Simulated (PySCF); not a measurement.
C₄H₉KO, charge +1, quartet, at a GFN2-xTB geometry of the parent state (such geometries of metal compounds can be far from the true shape) (a state made from the parent by changing its charge; the spin is typed, not shown lowest); BLYP/3-21G (PySCF).

Here is a job for PySCF.
```python
from pyscf import gto, scf, dft

mol = gto.M(
    atom='''
K     1.421510    1.484991    0.735723
O    -0.312616    0.241030    0.766448
C    -0.616129   -0.600759   -0.248753
C     0.484044   -1.664851   -0.477299
C    -1.930818   -1.353731    0.085440
C    -0.835642    0.147465   -1.585497
H     0.195662   -2.369929   -1.252706
H     0.651502   -2.206419    0.450486
H     1.419720   -1.176156   -0.772860
H    -1.795003   -1.903156    1.011777
H    -2.205607   -2.040633   -0.710671
H    -2.724089   -0.627248    0.231583
H     0.090924    0.648671   -1.888708
H    -1.609560    0.898684   -1.448227
H    -1.140037   -0.535621   -2.374351
''',
    basis='3-21g',
    charge=1,
    spin=3,
    verbose=4,
)

mf = dft.UKS(mol)
mf.xc = 'blyp'
mf.kernel()
```

Question: Predict the main parts of the log of this PySCF run.

Answer: 
```
PySCF version 2.14.0

[INPUT] verbose = 4
[INPUT] num. atoms = 15
[INPUT] num. electrons = 59
[INPUT] charge = 1
[INPUT] spin (= nelec alpha-beta = 2S) = 3
[INPUT] symmetry False subgroup None
[INPUT] Mole.unit = angstrom
[INPUT] Symbol           X                Y                Z      unit          X                Y                Z       unit  Magmom
[INPUT]  1 K      1.421510000000   1.484991000000   0.735723000000 AA    2.686264583330   2.806226287444   1.390314973543 Bohr   0.0
[INPUT]  2 O     -0.312616000000   0.241030000000   0.766448000000 AA   -0.590758622157   0.455480687804   1.448376808721 Bohr   0.0
[INPUT]  3 C     -0.616129000000  -0.600759000000  -0.248753000000 AA   -1.164315067402  -1.135269976868  -0.470075042664 Bohr   0.0
[INPUT]  4 C      0.484044000000  -1.664851000000  -0.477299000000 AA    0.914710592239  -3.146112428208  -0.901964389529 Bohr   0.0
[INPUT]  5 C     -1.930818000000  -1.353731000000   0.085440000000 AA   -3.648717216380  -2.558180836334   0.161458200083 Bohr   0.0
[INPUT]  6 C     -0.835642000000   0.147465000000  -1.585497000000 AA   -1.579134518184   0.278668462959  -2.996155101320 Bohr   0.0
[INPUT]  7 H      0.195662000000  -2.369929000000  -1.252706000000 AA    0.369747592985  -4.478516744664  -2.367271254599 Bohr   0.0
[INPUT]  8 H      0.651502000000  -2.206419000000   0.450486000000 AA    1.231160349606  -4.169527626037   0.851295162951 Bohr   0.0
[INPUT]  9 H      1.419720000000  -1.176156000000  -0.772860000000 AA    2.682881973568  -2.222612719764  -1.460493732631 Bohr   0.0
[INPUT] 10 H     -1.795003000000  -1.903156000000   1.011777000000 AA   -3.392064062773  -3.596443612323   1.911981429134 Bohr   0.0
[INPUT] 11 H     -2.205607000000  -2.040633000000  -0.710671000000 AA   -4.167993168424  -3.856237490750  -1.342973554671 Bohr   0.0
[INPUT] 12 H     -2.724089000000  -0.627248000000   0.231583000000 AA   -5.147782148940  -1.185326932181   0.437628445105 Bohr   0.0
[INPUT] 13 H      0.090924000000   0.648671000000  -1.888708000000 AA    0.171821458150   1.225810534948  -3.569140849275 Bohr   0.0
[INPUT] 14 H     -1.609560000000   0.898684000000  -1.448227000000 AA   -3.041627581055   1.698266632529  -2.736752396200 Bohr   0.0
[INPUT] 15 H     -1.140037000000  -0.535621000000  -2.374351000000 AA   -2.154357701871  -1.012176996566  -4.486873113587 Bohr   0.0

nuclear repulsion = 317.443452871537
number of shells = 52
number of NR pGTOs = 141
number of NR cGTOs = 80
basis = 3-21g
ecp = {}

******** <class 'pyscf.dft.uks.UKS'> ********
method = UKS
initial guess = minao
damping factor = 0
level_shift factor = 0
DIIS = <class 'pyscf.scf.diis.CDIIS'>
diis_start_cycle = 1
diis_space = 8
diis_damp = 0
SCF conv_tol = 1e-09
SCF conv_tol_grad = None
SCF max_cycles = 50
direct_scf = True
direct_scf_tol = 1e-13
number electrons alpha = 31  beta = 28
XC library pyscf.dft.libxc version 7.1.2
    S. Lehtola, C. Steigemann, M. J. T. Oliveira, and M. A. L. Marques,  SoftwareX 7, 1–5 (2018)
XC functionals = blyp
    A. D. Becke,  Phys. Rev. A 38, 3098 (1988)
    C. Lee, W. Yang, and R. G. Parr,  Phys. Rev. B 37, 785 (1988)
    B. Miehlich, A. Savin, H. Stoll, and H. Preuss,  Chem. Phys. Lett. 157, 200 (1989)
radial grids:
    Treutler-Ahlrichs [JCP 102, 346 (1995); DOI:10.1063/1.469408] (M4) radial grids

becke partition: Becke, JCP 88, 2547 (1988); DOI:10.1063/1.454033
pruning grids: <function nwchem_prune>
grids dens level: 3
symmetrized grids: False
atomic radii adjust function: <function treutler_atomic_radii_adjust>
small_rho_cutoff = 0
Set gradient conv threshold to 3.16228e-05
tot grids = 178872
init E= -828.28189723977

cycle= 1 E= -828.004045320667  delta_E= 0.278  |g|= 0.467  |ddm|= 2.44

cycle= 2 E= -827.354247174071  delta_E= 0.65  |g|= 1.27  |ddm|= 2.47

cycle= 3 E= -828.111699577402  delta_E= -0.757  |g|= 0.151  |ddm|= 1.89

cycle= 4 E= -828.099848589528  delta_E= 0.0119  |g|= 0.216  |ddm|= 0.338

cycle= 5 E= -828.123854773581  delta_E= -0.024  |g|= 0.0271  |ddm|= 0.278

cycle= 6 E= -828.124008910921  delta_E= -0.000154  |g|= 0.0204  |ddm|= 0.0442

cycle= 7 E= -828.124198105308  delta_E= -0.000189  |g|= 0.0055  |ddm|= 0.0199

cycle= 8 E= -828.124214513937  delta_E= -1.64e-05  |g|= 0.000518  |ddm|= 0.0108

cycle= 9 E= -828.124214637046  delta_E= -1.23e-07  |g|= 0.000308  |ddm|= 0.00184

cycle= 10 E= -828.124214691453  delta_E= -5.44e-08  |g|= 6.81e-05  |ddm|= 0.000645

cycle= 11 E= -828.124214694568  delta_E= -3.12e-09  |g|= 3.66e-05  |ddm|= 0.000355

cycle= 12 E= -828.124214695395  delta_E= -8.27e-10  |g|= 9.44e-06  |ddm|= 0.000121

Extra cycle  E= -828.124214694172  delta_E= 1.22e-09  |g|= 5.09e-05  |ddm|= 6.83e-05
converged SCF energy = -828.124214694172  <S^2> = 3.7531033  2S+1 = 4.0015513
```
